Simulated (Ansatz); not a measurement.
A series at Si: from `F[SiH](F)F`, ligands are replaced one by one, each step taking up H₂S and setting free H–F; n counts the steps. Ansatz, PBE0-D4/def2-TZVP geometries. Each molecule was computed in one conformer, which needn't be the lowest.

| n | molecule | HOMO energy, ωB97M-V/def2-TZVPP (eV) |
| --- | --- | --- |
| 0 | `F[SiH](F)F` | -13.56 |
| 1 | `F[SiH](F)S` | ? |
| 2 | `F[SiH](S)S` | -10.11 |
| 3 | `S[SiH](S)S` | -9.71 |

By hand: fit a straight line y = ȳ + b (n − n̄) to the 3 given rows and predict n = 1.

n̄ = 1.667, ȳ = -11.127; Σ(n − n̄)(y − ȳ) = 6.283, Σ(n − n̄)² = 4.667, so b = 1.346 eV a step. Prediction: -11.127 + (1.346) × (-0.667) = -12.02 eV.

By hand: compare with the computed value, -10.50 eV, and give the steps along the whole series.

The line misses by 1.52 eV (computed minus predicted). Steps: 3.06, 0.39, 0.40 eV.

One step carries most of the change, so a line is a poor guide. The highest orbital can change its character along such a series. The miss is 39.5 % of the series' range.
